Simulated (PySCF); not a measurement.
Compound: 2-methylbenzoxazole, C8H7NO.
Atom-mapped SMILES: `[CH3:1][c:2]1[n:3][c:4]2[cH:5][cH:6][cH:7][cH:8][c:9]2[o:10]1` (hydrogens: H11, H12, H13 on C1; H14 on C5; H15 on C6; H16 on C7; H17 on C8)

Method: TDDFT CAM-B3LYP/def2-SVPD, vertical, gas phase, core orbitals frozen in the response (PySCF). Isolated species at its PBE0-D3(BJ)/def2-SVP geometry, gas phase.

| state | E (eV) | E (kJ/mol) | λ (nm) | f | symmetry | main configurations (H = HOMO, L = LUMO) |
| --- | --- | --- | --- | --- | --- | --- |
| S1 | 5.20 | 501 | 238.6 | 0.082 | A′ | H→L (40%), H-1→L (30%), H→L+1 (18%) |
| S2 | 5.65 | 545 | 219.4 | 0.172 | A′ | H→L (44%), H-1→L (30%), H→L+1 (19%) |
| S3 | 6.28 | 606 | 197.4 | 0.0014 | – | H-2→L (85%), H-2→L+4 (9%) |
| S4 | 6.54 | 631 | 189.6 | 0.357 | A′ | H→L+1 (49%), H-1→L (32%), H→L+4 (10%) |
| S5 | 6.77 | 653 | 183.2 | 0.0001 | – | H→L+2 (74%), H→L+3 (12%), H→L+6 (8%) |
| S6 | 6.85 | 661 | 181.0 | 0.577 | A′ | H-1→L+1 (75%), H→L (11%) |

The lowest singlet comes at 239 nm (501 kJ/mol) in the ultraviolet; it is of moderate strength; its leading configuration is HOMO→LUMO (40%). The strongest level in the table is S6 at 6.85 eV (181 nm, f = 0.577). It is the last of those listed, so stronger ones may follow. Löwdin shares by element: HOMO carbon 57% or more (atoms not listed hold the other 43%); LUMO carbon 58% or more (atoms not listed hold the other 42%). The oscillator strengths of these states sum to 1.189; summed over the whole spectrum of an exact calculation they would give the number of electrons, 70 (Thomas–Reiche–Kuhn). Of the 6 states listed, 4 reach f = 0.01 and 1 stays under 0.0005. The listed states span 1.65 eV, and the widest gap between neighbours is 0.63 eV (S2 to S3). Symmetry labels in Cs follow from the direction of the transition dipole and are given only for states with f of 0.002 or more. The window holds the lowest 6 singlets.
